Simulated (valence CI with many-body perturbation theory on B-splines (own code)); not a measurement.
Which ion has this spectrum?

A relativistic CI+MBPT calculation for an atom or ion with 23 electrons gives these levels (cm⁻¹):

| J | Parity | E | g |
| --- | --- | --- | --- |
| 5/2 | even | 0 | 1.42 |
| 5/2 | even | 186454 | 1.31 |
| 7/2 | even | 266903 | 1.15 |
| 3/2 | even | 275526 | 1.21 |
| 11/2 | even | 277680 | 1.12 |
| 9/2 | even | 307542 | 1.14 |
| 5/2 | even | 324563 | 1.14 |
| 1/2 | even | 337557 | 1.85 |
| 7/2 | even | 361228 | 1.10 |
| 3/2 | even | 445130 | 0.79 |
| 5/2 | even | 450412 | 1.25 |
| 7/2 | even | 498100 | 1.21 |
| 11/2 | even | 504372 | 1.08 |
| 9/2 | even | 518256 | 1.14 |

The energies are calculated, and their last digits are not significant.

Q: Which is it?
A. Pm38+
B. Dy43+
C. Sm39+
D. Eu40+

A: D. Eu40+, ground level (3d3/2^4 3d5/2) J=5/2.
